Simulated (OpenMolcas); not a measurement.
A calculation on Co³⁺.

```json
{"Program": "OpenMolcas 26.06", "Method": "SS-CASPT2, IPEA 0.25 Eh, imaginary shift 0.1 Eh (closed shells correlated: 3s 3p)", "Basis": "ANO-RCC-VTZP [6s5p3d2f1g]", "Scalar Hamiltonian": "DKH2, point nucleus", "Active space": "6 electrons in 5 orbitals (3d)", "State averaging": "2S+1 = 5 even, 5 roots; 2S+1 = 3 even, 45 roots kept (CI in the orbitals of an earlier block); 2S+1 = 1 even, 50 roots kept (CI in the orbitals of an earlier block)", "Spin-orbit coupling": "RASSI with atomic mean-field integrals over the reference wave functions, term energies averaged over their components"}
```

Q: Which level of the active space comes out lowest?

A: 3d6 5D4, with 100 % of that term; it is also the measured ground level.

Q: How high does 3d6 5D2 lie?

A: 0.1377 eV above the lowest level; measured 0.1336 eV above the ground level, so the calculation is off by +3 %.

Q: How high does 3d6 3P1(1) lie?

A: 3.165 eV above the lowest level; measured 3.0660 eV above the ground level, so the calculation is off by +3 %.

Q: How high does 3d6 3H5 lie?

A: 3.098 eV above the lowest level; measured 2.9796 eV above the ground level, so the calculation is off by +4 %.

Q: The level at 3.260 eV has J = 4. What is it made of, and what is its g factor?

A: 92 % 3d6 3F4(1), 5 % 3d6 3H, 3 % 3d6 3G; g = 1.223, against 1.251 from Landé's formula for the pure leading term.

Measured values: Sugar and Corliss, J. Phys. Chem. Ref. Data 10, 1097 (1981).

Term energies are means over components that CASPT2 splits; among the terms shown or strongly mixed into the levels shown the widest spread is 55 cm-1 (3d6 3F(1)). Terms from blocks run as CI alone lack orbitals of their own. Computed and measured levels are paired by configuration, term and J; levels that our copy of the source lacks, or whose pairing is in doubt (as where it misses far off the trend of its configuration), stay unpaired and out of the deviations. Levels of configurations outside the active space are missing.

A number in round brackets counts repeated terms of one configuration in the order of the reference energies.
